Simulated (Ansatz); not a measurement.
One change: `FCC[SiH3]` becomes `C#CCC[SiH3]`.

Ansatz, PBE0-D4/def2-TZVP geometries, multiplicity 1. Each molecule was computed in one conformer, which needn't be the lowest.

```json
{"property": "LUMO energy (ωB97M-V/def2-TZVPP) / eV", "`FCC[SiH3]`": "2.18"}
{"property": "size of the dipole moment (B3LYP/def2-TZVPP) / D", "`FCC[SiH3]`": "2.00"}
{"property": "LUMO energy (PBE0/def2-TZVPP) / eV", "`FCC[SiH3]`": "0.69"}
{"property": "HOMO–LUMO gap (PBE0/def2-TZVPP) / eV", "`FCC[SiH3]`": "9.52"}
{"property": "size of the dipole moment (PBE/def2-TZVPP) / D", "`FCC[SiH3]`": "1.92"}
{"property": "size of the dipole moment (ωB97M-V/def2-TZVPP) / D", "`FCC[SiH3]`": "2.00"}
```

What does the change do to each property? (Estimate.)

Computed: 
```tsv
property	`C#CCC[SiH3]`	shift
LUMO energy (ωB97M-V/def2-TZVPP) / eV	1.99	-0.19
size of the dipole moment (B3LYP/def2-TZVPP) / D	0.17	-1.83
LUMO energy (PBE0/def2-TZVPP) / eV	0.41	-0.28
HOMO–LUMO gap (PBE0/def2-TZVPP) / eV	8.17	-1.35
size of the dipole moment (PBE/def2-TZVPP) / D	0.15	-1.77
size of the dipole moment (ωB97M-V/def2-TZVPP) / D	0.17	-1.83
```

With PBE0 the HOMO rises by 1.07 eV and the LUMO falls by 0.28 eV, so the gap narrows by about 1.35 eV. PBE moves the HOMO by 0.87 eV and ωB97M-V by 1.08 eV. Dipoles are sizes alone; their direction can turn.

B3LYP here is the variant with VWN-RPA as its local correlation; programs differ in this.
